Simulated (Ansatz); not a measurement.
`[BH2][AlH][CH3]` + `CC(C)B(O)O` → `COB(O)C(C)C` + `[BH2][AlH2]`  (substitution at a C–Al bond)

Gas-phase electronic energies from Ansatz, PBE0-D4/def2-TZVP geometries. CCSD(T)/CBS adds triple-zeta CCSD(T) − MP2 to the extrapolated MP2 energy (def2 sets, frozen cores). This one scheme is used for every species. DFT in def2-TZVPP. B3LYP here is the variant with VWN-RPA as its local correlation; programs differ in this. Each species was taken in one conformer, which may not be the lowest.

Q: Is it downhill or uphill in electronic energy at CCSD(T)/CBS, and by how much? (An estimate is asked.)

A: Ansatz gave: Uphill: ΔE = +1.04 eV.

Q: What do these levels give: r2SCAN-D4, r2SCAN, PBE0, B3LYP, MP2/def2-TZVPP, MP2/def2-QZVPP? (An estimate is asked.)

A: The calculation gave: r2SCAN-D4 1.06, r2SCAN 1.07, PBE0 1.06, B3LYP 1.01, MP2/def2-TZVPP 1.08, MP2/def2-QZVPP 1.10 eV.

Largest T1 diagnostic among the species: 0.011.

The D4 term adds −0.05 eV with B3LYP and −0.03 eV with PBE0; it sums over pairs of atoms, weighted by their polarisabilities, and B3LYP, whose exchange is more repulsive, gets the larger term. In def2-TZVPP, CCSD(T) changes the Hartree–Fock value by +0.11 eV (the triples alone add +0.01 eV) and MP2 by +0.18 eV.
